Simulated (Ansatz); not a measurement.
Frontier orbitals of CuLi, SMILES `[Li][Cu]`.

```xyz
2

Li   -1.0531    0.4300    0.2254
Cu    1.0531   -0.4300   -0.2254
```

The species carries charge 0 and has multiplicity 1. For Cu the d shell is correlated and the shells below it are frozen. Correlated methods include outer-core shells of Li, which these sets cover unevenly. Scalar relativity is left out up to krypton. The structure was optimised at the PBE0-D4/def2-TZVP level. Basis def2-TZVPP, the Gaussian-basis code of Ansatz.

```json
{"functional": "LDA (SPW92)", "HOMO (eV)": "-4.12", "LUMO (eV)": "-1.97"}
```

Question: Give HOMO and LUMO (eV) with PBE, revPBE, BLYP, r2SCAN, B97M-V, PBE0, B3LYP, r2SCANh, r2SCAN0, HSE06 (plane-wave form), BHLYP, CAM-B3LYP, LC-ωPBE, ωB97X-V, ωB97M-V, HF. (Estimate.)

Answer: The calculation gave: 
```json
{"functional": "PBE", "HOMO": "-3.98", "LUMO": "-1.94"}
{"functional": "revPBE", "HOMO": "-3.93", "LUMO": "-1.91"}
{"functional": "BLYP", "HOMO": "-3.90", "LUMO": "-1.99"}
{"functional": "r2SCAN", "HOMO": "-4.02", "LUMO": "-1.34"}
{"functional": "B97M-V", "HOMO": "-4.00", "LUMO": "-1.97"}
{"functional": "PBE0", "HOMO": "-4.66", "LUMO": "-1.38"}
{"functional": "B3LYP", "HOMO": "-4.60", "LUMO": "-1.66"}
{"functional": "r2SCANh", "HOMO": "-4.35", "LUMO": "-1.23"}
{"functional": "r2SCAN0", "HOMO": "-4.72", "LUMO": "-1.07"}
{"functional": "HSE06 (plane-wave form)", "HOMO": "-4.28", "LUMO": "-1.71"}
{"functional": "BHLYP", "HOMO": "-5.17", "LUMO": "-0.95"}
{"functional": "CAM-B3LYP", "HOMO": "-5.72", "LUMO": "-0.82"}
{"functional": "LC-ωPBE", "HOMO": "-6.65", "LUMO": "0.02"}
{"functional": "ωB97X-V", "HOMO": "-6.44", "LUMO": "-0.02"}
{"functional": "ωB97M-V", "HOMO": "-6.42", "LUMO": "-0.33"}
{"functional": "HF", "HOMO": "-5.73", "LUMO": "0.37"}
```

B3LYP here is the variant with VWN-RPA as its local correlation; programs differ in this. LC-ωPBE has ω = 0.4 bohr⁻¹.
